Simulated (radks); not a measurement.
Values are calculated unless marked as measured or tabulated.
The mean radii <r> (bohr) of the occupied orbitals of an atom or ion are listed with their occupations. Level of theory: Dirac Kohn-Sham, RPBE, spin-unpolarised, spherical densities, point nucleus (a radial shooting solver on a logarithmic mesh with Libxc functionals).

orbital     occ.      <r>
1s1/2          2  0.02111
2s1/2          2  0.08921
2p1/2          2  0.07438
2p3/2          4  0.08143
3s1/2          2   0.2341
3p1/2          2   0.2238
3p3/2          4   0.2371
3d3/2          4   0.2096
3d5/2          6   0.2138
4s1/2          2   0.5298
4p1/2          2   0.5404
4p3/2          4   0.5709
4d3/2          4   0.6035
4d5/2          6   0.6144
5s1/2          2    1.302
5p1/2          2    1.472
5p3/2          4    1.579
6s1/2          2    4.156
4f5/2    4.28571   0.8695
4f7/2    5.71429   0.8925

Name the element and its charge. Open shells, if any, are shared by 2j + 1.

Answer. Z = 66, dysprosium, charge 0: Dy in [Xe] 4f10 6s2. The 1s radius gives Z: for a bare nucleus <r> = (2 gamma + 1)/(2Z) with gamma = sqrt(1 - (Z/c)^2), 0.02085 bohr for Z = 66, and screening makes it slightly larger (0.02111 here). The occupations add up to 66, and the charge is Z minus that.
